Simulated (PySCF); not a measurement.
C₄H₃ClF₂, SMILES CC(Cl)=C=C(F)F. Geometry optimised at B3LYP-D3(BJ)/def2-SVP. The structure was generated by enumeration, and PubChem lists no compound with its InChIKey, so it may never have been made.

Question: Give the equilibrium geometry at B3LYP-D3(BJ)/def2-SVP (PySCF confirms it by a frequency run) as Cartesian coordinates in Å, and its point group. (An estimate is asked for; the answer gives what the named calculation found.)

Answer: point group Cs.
```xyz
10

C      1.6996    -1.6367     0.0000
C      0.3776    -0.9299     0.0000
Cl    -1.0068    -2.0323     0.0000
C      0.1793     0.3640     0.0000
C     -0.0208     1.6538     0.0000
F     -0.1324     2.4069    -1.0811
F     -0.1324     2.4069     1.0811
H      1.7798    -2.2842    -0.8876
H      1.7798    -2.2842     0.8876
H      2.5260    -0.9134     0.0000
```
Charge 0, spin multiplicity 1.
